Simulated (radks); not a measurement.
Species: Cl I. Configuration: [Ne] 3s2 3p5. All-electron calculation, Dirac Kohn-Sham, exchange-only B88, spin-unpolarised, spherical densities, finite nucleus; open shells fill j = l - 1/2 first; Fermi nuclear charge, rms radius 3.3654 fm. Program: a radial shooting solver on a logarithmic mesh with Libxc functionals.

Spin-orbit splittings of the eigenvalues, e(l+1/2) - e(l-1/2), with zeta = 2 splitting/(2l+1) and mean radii in bohr:

| shell | occ. | splitting (eV) | zeta (eV) | <r> j=l-1/2 | <r> j=l+1/2 |
|---|---|---|---|---|---|
| 2p | 6 | 1.701 | 1.134 | 0.4054 | 0.4078 |
| 3p | 5 | ? | ? | 1.854 | 1.865 |

Estimate the 3p splitting.

Answer. 0.1239 eV (zeta = 0.08263 eV).
